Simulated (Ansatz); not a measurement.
Geometry optimisation, Ansatz 0.2.0, RKS PBE-D4/def2-SVP.

Input file:

```yaml
crystal:
  periodic: [false, false, false]
  atoms:
    - { symbol: Br, position_ang: [-2.9932, -0.4104, 0.6798] }
    - { symbol: B, position_ang: [-1.1026, 0.0437, 0.4402] }
    - { symbol: "N", position_ang: [-0.1253, 0.9884, 1.1202] }
    - { symbol: C, position_ang: [1.0923, 0.7481, 0.4597] }
    - { symbol: Ge, position_ang: [0.2613, -0.5549, -0.7193] }
    - { symbol: H, position_ang: [2.0286, 1.1398, 0.536] }
    - { symbol: H, position_ang: [-2.14303, -0.2182, -0.0265] }
    - { symbol: H, position_ang: [0.7806, -1.9742, -0.4165] }
basis:
  gaussian: { orbitals: def2-SVP }
hamiltonian:
  xc: pbe
  dispersion: d4
relax:
  f_tol: 0.02
  max_steps: 50
```

Command:

```bash
$ ansatz run input.yaml --threads 2 --pin off --max-ram 3072MiB --backend cpu --events-out ev --progress --plain --runs-dir out
```

Where does it end, and by what steps?

The run converged. After 17 steps the energy has fallen by 9.557 eV; H7 moved furthest, 1.21 Å. The start is strongly strained (largest force component 17 eV/Å), so its close contacts needn't be bonds. Parted: Br1–H7. Joined: B2–C4, Ge5–H7.

| step | energy less start (eV) | largest force component (eV/Å) | accepted |
| --- | --- | --- | --- |
| 0 | 0.0000 | 16.748 | yes |
| 1 | -4.2716 | 6.239 | yes |
| 2 | -6.0458 | 2.105 | yes |
| 3 | -6.6032 | 2.232 | yes |
| 4 | -7.1316 | 1.693 | yes |
| 5 | -7.7678 | 3.057 | yes |
| 6 | -8.5149 | 3.208 | yes |
| 7 | -9.0827 | 2.057 | yes |
| 8 | -9.3602 | 1.007 | yes |
| 9 | -9.4983 | 0.670 | yes |
| 10 | -9.5343 | 0.436 | yes |
| 11 | -9.5139 | 0.438 | no |
| 12 | -9.5509 | 0.185 | yes |
| 13 | -9.5441 | 0.274 | no |
| 14 | -9.5569 | 0.053 | yes |
| 15 | -9.5572 | 0.020 | yes |
| 16 | -9.5566 | 0.118 | no |
| 17 | -9.5573 | 0.009 | yes |

```xyz
8
Properties=species:S:1:pos:R:3
Br -2.382 -0.612 1.568
B -1.083 0.272 0.446
N -0.370 1.493 0.797
C 0.593 0.655 0.516
Ge 0.424 -0.659 -1.099
H 1.603 0.713 0.988
H -1.254 -0.054 -0.832
H 0.268 -2.045 -0.312
```

Whether the end is a true minimum wasn't checked by a vibrational analysis.

The run took 66 s on 2 threads of Arm Neoverse V1, with other jobs on the host, peak memory 0.24 GiB.
